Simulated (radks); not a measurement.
Values are calculated unless marked as measured or tabulated.
Te II, 51 electrons, occupied as [Kr] 4d9 5s2 5p4 (not the ground configuration). Code: a radial shooting solver on a logarithmic mesh with Libxc functionals. Model: Dirac Kohn-Sham, LDA (Slater exchange, Perdew-Wang correlation), spin-unpolarised, spherical densities, point nucleus; open shells are shared between the two j in proportion to 2j + 1.

X-ray form factor f0, the Fourier transform of the density (f0(0) = 51):

sin(theta)/lambda (1/angstrom),f0 (electrons)
0.05,50.085
0.1,47.685
0.15,44.556
0.2,41.354
0.25,38.408
0.3,35.780
0.4,31.267
0.5,27.474
0.6,24.330
0.8,19.853
1,16.978
1.25,14.200
1.5,11.715
2,7.942
